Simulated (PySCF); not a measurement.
C₃H₉BrO₂Si, singlet, geometry from GFN2-xTB, atoms displaced at random by about 0.08 Å a coordinate; DF-B3LYP/STO-3G, gradient run with PySCF.

Here is a job for PySCF.
```python
from pyscf import gto, scf, dft

mol = gto.Mole()
mol.atom = '''
    Si    0.30579851   -0.82960004   -0.15043895
    Br    0.60755377    0.79980683    1.44589603
    O     1.18807166   -0.29604010   -1.51149161
    C     2.54470574    0.13700758   -1.59463253
    O    -1.28555405   -0.77018384   -0.54062390
    C    -2.09290221    0.04645750   -1.14575913
    C    -3.45905028   -0.51688289   -1.12770705
    H     0.68135689   -2.17441574    0.26220319
    H     2.76717129    0.46217527   -2.37987575
    H     2.83742243    0.91175856   -0.59945629
    H     3.21089052   -0.73267002   -1.32773137
    H    -1.86292274    0.38782339   -2.04490133
    H    -1.93919547    0.83595230   -0.49510679
    H    -3.90441089   -0.99818273   -0.29850302
    H    -4.30445402    0.24624722   -1.53653346
    H    -3.40487750   -1.47331617   -1.84382126
'''
mol.basis = 'sto-3g'
mol.verbose = 4
mol.build()

mf = dft.RKS(mol)
mf.xc = 'b3lyp'
mf = mf.density_fit(auxbasis='def2-universal-jkfit')
mf.kernel()
g = mf.nuc_grad_method()
g.auxbasis_response = False
grad = g.kernel()
```

Problem. Predict the main parts of the log of this PySCF run.

Solution. 
```
PySCF version 2.14.0

[INPUT] verbose = 4
[INPUT] num. atoms = 16
[INPUT] num. electrons = 92
[INPUT] charge = 0
[INPUT] spin (= nelec alpha-beta = 2S) = 0
[INPUT] symmetry False subgroup None
[INPUT] Mole.unit = angstrom
[INPUT] Symbol           X                Y                Z      unit          X                Y                Z       unit  Magmom
[INPUT]  1 Si     0.305798510000  -0.829600040000  -0.150438950000 AA    0.577875433200  -1.567716868528  -0.284288413967 Bohr   0.0
[INPUT]  2 Br     0.607553770000   0.799806830000   1.445896030000 AA    1.148110231247   1.511415861257   2.732347501296 Bohr   0.0
[INPUT]  3 O      1.188071660000  -0.296040100000  -1.511491610000 AA    2.245130053757  -0.559434710889  -2.856305182478 Bohr   0.0
[INPUT]  4 C      2.544705740000   0.137007580000  -1.594632530000 AA    4.808796916209   0.258906803189  -3.013418751022 Bohr   0.0
[INPUT]  5 O     -1.285554050000  -0.770183840000  -0.540623900000 AA   -2.429345072825  -1.455436523166  -1.021631107394 Bohr   0.0
[INPUT]  6 C     -2.092902210000   0.046457500000  -1.145759130000 AA   -3.955011982397   0.087791951432  -2.165170960420 Bohr   0.0
[INPUT]  7 C     -3.459050280000  -0.516882890000  -1.127707050000 AA   -6.536657680300  -0.976767100574  -2.131057473241 Bohr   0.0
[INPUT]  8 H      0.681356890000  -2.174415740000   0.262203190000 AA    1.287577915185  -4.109050229543   0.495492218087 Bohr   0.0
[INPUT]  9 H      2.767171290000   0.462175270000  -2.379875750000 AA    5.229195877859   0.873384681847  -4.497313377994 Bohr   0.0
[INPUT] 10 H      2.837422430000   0.911758560000  -0.599456290000 AA    5.361951292398   1.722973970128  -1.132808211748 Bohr   0.0
[INPUT] 11 H      3.210890520000  -0.732670020000  -1.327731370000 AA    6.067703698762  -1.384545677480  -2.509048656294 Bohr   0.0
[INPUT] 12 H     -1.862922740000   0.387823390000  -2.044901330000 AA   -3.520413769824   0.732879991800  -3.864303465459 Bohr   0.0
[INPUT] 13 H     -1.939195470000   0.835952300000  -0.495106790000 AA   -3.664548340297   1.579720900200  -0.935616235513 Bohr   0.0
[INPUT] 14 H     -3.904410890000  -0.998182730000  -0.298503020000 AA   -7.378267259869  -1.886291981971  -0.564088955156 Bohr   0.0
[INPUT] 15 H     -4.304454020000   0.246247220000  -1.536533460000 AA   -8.134239213583   0.465339804736  -2.903627420630 Bohr   0.0
[INPUT] 16 H     -3.404877500000  -1.473316170000  -1.843821260000 AA   -6.434285962694  -2.784164056193  -3.484317204050 Bohr   0.0

nuclear repulsion = 636.146495213141
number of shells = 37
number of NR pGTOs = 183
number of NR cGTOs = 61
basis = sto-3g
ecp = {}

******** <class 'pyscf.df.df_jk.DFRKS'> ********
method = DFRKS
initial guess = minao
damping factor = 0
level_shift factor = 0
DIIS = <class 'pyscf.scf.diis.CDIIS'>
diis_start_cycle = 1
diis_space = 8
diis_damp = 0
SCF conv_tol = 1e-09
SCF conv_tol_grad = None
SCF max_cycles = 50
direct_scf = False
XC library pyscf.dft.libxc version 7.1.2
    S. Lehtola, C. Steigemann, M. J. T. Oliveira, and M. A. L. Marques,  SoftwareX 7, 1–5 (2018)
XC functionals = b3lyp
    P. J. Stephens, F. J. Devlin, C. F. Chabalowski, and M. J. Frisch,  J. Phys. Chem. 98, 11623 (1994)
radial grids:
    Treutler-Ahlrichs [JCP 102, 346 (1995); DOI:10.1063/1.469408] (M4) radial grids

becke partition: Becke, JCP 88, 2547 (1988); DOI:10.1063/1.454033
pruning grids: <function nwchem_prune>
grids dens level: 3
symmetrized grids: False
atomic radii adjust function: <function treutler_atomic_radii_adjust>
small_rho_cutoff = 0
Set gradient conv threshold to 3.16228e-05
Initial guess from minao.
tot grids = 198400
******** <class 'pyscf.df.df.DF'> ********
auxbasis = def2-universal-jkfit
init E= -3096.05566827578
  HOMO = -0.413722656581382  LUMO = -0.130774148777907  gap/eV = 7.69942
cycle= 1 E= -3098.46998086809  delta_E= -2.41  |g|= 0.762  |ddm|= 4.85
  HOMO = -0.0136734663355244  LUMO = 0.133682147238759  gap/eV = 4.00975
cycle= 2 E= -3098.38856525049  delta_E= 0.0814  |g|= 1.01  |ddm|= 2.72
  HOMO = -0.118567676154427  LUMO = 0.152350225098447  gap/eV = 7.37205
cycle= 3 E= -3098.69871724647  delta_E= -0.31  |g|= 0.113  |ddm|= 1.64
  HOMO = -0.134130150789258  LUMO = 0.147280162053558  gap/eV = 7.65756
cycle= 4 E= -3098.7044062671  delta_E= -0.00569  |g|= 0.0388  |ddm|= 0.354
  HOMO = -0.146500268104293  LUMO = 0.140421639915541  gap/eV = 7.80754
cycle= 5 E= -3098.70505650017  delta_E= -0.00065  |g|= 0.00904  |ddm|= 0.0845
  HOMO = -0.14582556093186  LUMO = 0.141001121236506  gap/eV = 7.80495
cycle= 6 E= -3098.70508383988  delta_E= -2.73e-05  |g|= 0.00263  |ddm|= 0.0195
  HOMO = -0.145979420449732  LUMO = 0.141474540997227  gap/eV = 7.82202
cycle= 7 E= -3098.70508615232  delta_E= -2.31e-06  |g|= 0.000414  |ddm|= 0.00469
  HOMO = -0.14596105038944  LUMO = 0.141485290140975  gap/eV = 7.82181
cycle= 8 E= -3098.70508620864  delta_E= -5.63e-08  |g|= 9.62e-05  |ddm|= 0.000707
  HOMO = -0.145955049854508  LUMO = 0.141479132371782  gap/eV = 7.82148
cycle= 9 E= -3098.70508621163  delta_E= -3e-09  |g|= 2.09e-05  |ddm|= 0.000155
  HOMO = -0.145950782379378  LUMO = 0.14147881529934  gap/eV = 7.82136
cycle= 10 E= -3098.70508621177  delta_E= -1.36e-10  |g|= 4.18e-06  |ddm|= 3.84e-05
  HOMO = -0.145951052973893  LUMO = 0.141478203196026  gap/eV = 7.82135
Extra cycle  E= -3098.70508621178  delta_E= -5e-12  |g|= 3.41e-06  |ddm|= 1.14e-05
converged SCF energy = -3098.70508621178

******** <class 'pyscf.df.grad.rks.Gradients'> for <class 'pyscf.df.df_jk.DFRKS'> ********
unit = Eh/Bohr
grid_response = False
--------------- DFRKS gradients ---------------
         x                y                z
0 Si    -0.0187884251    -0.0419752786     0.0075836503
1 Br    -0.0009562809     0.0130711660     0.0047391077
2 O     0.0369053610     0.0027142220     0.0240809943
3 C     0.0511823123     0.1126197138    -0.4110590120
4 O    -0.1193287059     0.1779987648    -0.0568044655
5 C     0.0570601271    -0.0483578140    -0.0693878674
6 C     0.0985011533     0.0293672394     0.1097699195
7 H     0.0058033329    -0.0016407159    -0.0028913302
8 H    -0.0781383662    -0.1323645768     0.2998384054
9 H     0.0184117534     0.0357063930     0.0715195929
10 H    -0.0025646773    -0.0063930078     0.0123124444
11 H    -0.0308201499    -0.0346543594     0.1264997253
12 H     0.0286673881    -0.0931679405    -0.0294742390
13 H    -0.0022499358     0.0000527177    -0.0514189089
14 H    -0.0487737604     0.0401776721    -0.0152564885
15 H     0.0079735719    -0.0501680716    -0.0190484663
----------------------------------------------
```
